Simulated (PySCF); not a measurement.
**Trend along the alkali metals: MH anions**

MP2 with double-zeta basis sets in PySCF, for the lowest determinant that a PBE0 search found; no spin–orbit coupling. De refers to high-spin ground-configuration atoms (the charge goes to the atom of lower measured ionisation energy or higher electron affinity, which is not always the lowest computed limit).

```json
{"M": "Li", "basis": "aug-pcseg-1", "reference, frozen orbitals": "UHF, 0", "charged atom": "H−", "state (unpaired electrons)": "doublet (σ ↑)", "Re (Å)": "1.677", "ωe (cm⁻¹)": "1167", "De (eV)": "n/a"}
{"M": "Na", "basis": "aug-pcseg-1", "reference, frozen orbitals": "UHF, 1", "charged atom": "H−", "state (unpaired electrons)": "doublet (σ ↑)", "Re (Å)": "2.054", "ωe (cm⁻¹)": "881", "De (eV)": "n/a"}
{"M": "K", "basis": "aug-pcseg-1", "reference, frozen orbitals": "UHF, 5", "charged atom": "H−", "state (unpaired electrons)": "doublet (σ ↑)", "Re (Å)": "2.433", "ωe (cm⁻¹)": "748", "De (eV)": "n/a"}
{"M": "Rb", "basis": "aug-cc-pVDZ-X2C/aug-cc-pVDZ-DK", "reference, frozen orbitals": "UHF, 9", "charged atom": "H−", "state (unpaired electrons)": "doublet (σ ↑)", "Re (Å)": "2.574", "ωe (cm⁻¹)": "739", "De (eV)": "n/a"}
```

The shortest bond is that of LiH⁻ (1.677 Å), the longest that of RbH⁻ (2.574 Å).

The rows differ in basis set, which adds steps of its own.

Down a group the atoms grow and get heavier, so bonds lengthen and wavenumbers fall; this series shows no clear exception.

Correlated steps freeze the inner cores (0 to 9 orbitals); shallow outer-core shells are correlated. Spin–orbit coupling is left out. States were picked by a PBE0 search and need not be the measured ground states.
